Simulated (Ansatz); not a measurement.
H5B2N, SMILES `BNB` (charge 0, multiplicity 1).

Cartesian coordinates (Å):
SMILES: BNB
```xyz
8

B      1.2563     0.1888     0.0041
N     -0.0246    -0.2472     0.4243
B     -1.2408    -0.0337    -0.2703
H      1.3452     0.7914    -1.0227
H      2.2121    -0.0544     0.6816
H     -0.0751    -0.7554     1.2966
H     -1.2104     0.5637    -1.3034
H     -2.2626    -0.4532     0.1899
```
Charge 0, multiplicity 1.

Frozen-core energies in 6-31g from Ansatz (a program for electronic structure) at a geometry from PBE0-D3(BJ)/def2-TZVP; the HF reference has <S^2> = 0.00 and the T1 diagnostic is 0.013.

```json
[
 {"level": "HF", "energy (Ha)": "-106.73876"},
 {"level": "MP2", "energy (Ha)": "-106.95097"},
 {"level": "CCSD", "energy (Ha)": "-106.98138"},
 {"level": "CCSD(T)", "energy (Ha)": "-106.98715"}
]
```

Q: Estimate the energies of CCSDT, CCSDT(Q) and CCSDTQ, and give each level's difference from CCSDTQ.

A: 
```
level     energy (Ha)  difference from CCSDTQ (mHa)
--------  -----------  ----------------------------
MP2        -106.95097                         37.15
CCSD       -106.98138                          6.74
CCSD(T)    -106.98715                          0.98
CCSDT      -106.98778                          0.35
CCSDT(Q)   -106.98816                         -0.03
CCSDTQ     -106.98812                          0.00
```
